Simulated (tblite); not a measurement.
Q: Give a GFN2-xTB geometry of InChI=1S/C10H8O2/c1-6(11)8-4-7-2-3-9(7)10(12)5-8/h2-5,12H,1H3/p-1. (Charge -1.)

A: 
```
atom  x, y, z in Å
C1    -3.191    0.120    0.339
C2    -2.069   -0.793   -0.145
O3    -2.358   -1.903   -0.584
C4    -0.703   -0.299   -0.062
C5    -0.389    0.954    0.432
C6     0.951    1.527    0.550
O7     1.140    2.677    1.011
C8     1.901    0.606    0.080
C9     1.583   -0.683   -0.429
C10    0.338   -1.180   -0.524
C11    3.060   -0.918   -0.660
C12    3.341    0.308   -0.173
H13   -3.199    1.043   -0.235
H14   -3.052    0.362    1.390
H15   -4.143   -0.393    0.210
H16   -1.180    1.607    0.778
H17    0.073   -2.153   -0.908
H18    3.634   -1.738   -1.054
H19    4.251    0.864   -0.023
```

Orientation and origin are arbitrary. Atoms count from 1 in this order. C9 (substituted aromatic carbon) is planar (angles 146.7°, 124.6° and 88.7°, sum 360.0°, 0.00 Å off the plane of its three neighbours). C10 (aromatic CH carbon) is planar (angles 125.9°, 119.2° and 114.9°, sum 360.0°, 0.00 Å off the plane of its three neighbours). The 4-membered ring C8–C9–C11–C12 has internal angles of 88.5° to 92.4°; it is planar, 0.00 Å rms from its mean plane, widest ring torsion 0°. C2 (ketone carbonyl carbon) is planar (angles 123.2°, 118.8° and 118.0°, sum 360.0°, 0.00 Å off the plane of its three neighbours).

Bonds between heavy atoms (Å): C1–C2 1.525, C2=O3 1.228, C2–C4 1.455, C4–C5 1.382, C5–C6 1.462, C6–O7 1.254, C6–C8 1.404, C8–C9 1.421, C9–C10 1.344, C9–C11 1.513, C11=C12 1.349, C4–C10 1.440, C8–C12 1.491.

The geometry is computed with GFN2-xTB (gas phase).

Point group: Cs (every atom within 0.08 Å of its image). Its GFN2-xTB frequencies are all real (lowest 46 cm⁻¹). Torsions: C1–C2–C4–C5 0°. 2 starts were optimised and ended at 0.00 and 1.17 kcal/mol (GFN2-xTB); the lowest of these is shown.

One conformer stands for the species.
